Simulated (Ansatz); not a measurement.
Computed with Ansatz on PBE0-D4/def2-TZVP structures; ΔE is electronic, products minus reactants. CBS: MP2 limit from def2 TZ/QZ plus the TZ coupled-cluster correction, frozen cores. DFT in def2-TZVPP. B3LYP here is the variant with VWN-RPA as its local correlation; programs differ in this. Each species was taken in one conformer, which may not be the lowest.

Consider the isomerisation: `O/C=N/[CH2][AlH2]` → `[CH3][AlH][C](=N)O`.

```csv
level,ΔE (kJ/mol),difference from CCSD(T)/CBS
PBE-D4,-78.6,6.1
PBE0-D4,-77.8,6.9
B3LYP-D4,-78.8,5.9
ωB97M-V,-83.7,1.0
PBE0,-77.9,6.8
B3LYP,-79.0,5.7
MP2/def2-TZVPP,-82.9,1.8
SCS-MP2/def2-TZVPP,-79.0,5.7
HF/def2-QZVPP,-72.9,11.8
HF/CBS(def2),-73.0,11.7
CCSD(T)/CBS,-84.7,0
```

Largest T1 diagnostic among the species: 0.014.

In def2-TZVPP, CCSD(T) changes the Hartree–Fock value by −9.3 kJ/mol (the triples alone add −1.3 kJ/mol) and MP2 by −10.2 kJ/mol.
